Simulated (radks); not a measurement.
Results of a calculation; reference values are marked as such.
Problem. Ionisation of the terbium ion Tb+, [Xe] 4f9 6s1, to Tb2+, [Xe] 4f9, under several functionals. Dirac Kohn-Sham, spin-unpolarised, spherical densities, finite nucleus; open shells fill j = l - 1/2 first; a radial shooting solver on a logarithmic mesh with Libxc functionals. The NIST Atomic Spectra Database gives 11.51 eV (semi-empirical). Rank these functionals by the error of their Delta-SCF ionisation energy: PBEsol; RPBE; XLYP; LDA (Slater exchange, Perdew-Wang correlation); B86b exchange with PBE correlation; LDA (Slater exchange, Perdew-Zunger correlation); exchange-only B88.

Solution. From best to worst: B86b exchange with PBE correlation 11.511 eV (-0.002); RPBE 11.468 eV (-0.045); PBEsol 11.409 eV (-0.104); LDA (Slater exchange, Perdew-Wang correlation) 11.720 eV (+0.207); LDA (Slater exchange, Perdew-Zunger correlation) 11.726 eV (+0.213); XLYP 11.731 eV (+0.218); exchange-only B88 10.970 eV (-0.543). Spin polarisation and multiplet splitting are left out, so open shells lie too high by an amount that depends on their filling.

Beside tabulated values, note that spin-unpolarised runs miss the spin-polarisation part of the exchange energy of open shells.
